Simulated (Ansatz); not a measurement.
Mulliken charges of CH₅FSSn, SMILES `F[CH2][SnH2][SH]` from B3LYP/def2-TZVPP in Ansatz (PBE0-D4/def2-TZVP geometry).

```csv
atom,x (Å),y (Å),z (Å),charge (e)
F1,-0.623,1.459,-1.212,-0.247
C2,0.579,0.958,-0.738,-0.176
Sn3,0.212,-0.951,0.220,0.699
S4,-1.309,-0.533,2.032,-0.398
H5,0.991,1.669,-0.017,0.125
H6,1.269,0.858,-1.580,0.118
H7,-0.480,-2.040,-0.897,-0.120
H8,1.625,-1.589,0.932,-0.117
H9,-2.175,0.124,1.242,0.116
```

Question: By hand: the dipole of these point charges (1 e Å = 4.8032 D).

Answer: Σ q r = (0.610, -0.227, -0.272) e Å, of length 0.705 e Å = 3.39 D.

Question: How does the dipole of the full density compare? (An estimate is asked.)

Answer: Computed: (0.380, -0.033, -0.209) e Å, 2.09 D; the point charges give 1.62 times that, at 15° from its direction.

Point charges leave out the atoms' own dipoles, such as those of lone pairs, and Mulliken's split depends on the basis, so the two needn't agree.

B3LYP here is the variant with VWN-RPA as its local correlation; programs differ in this.
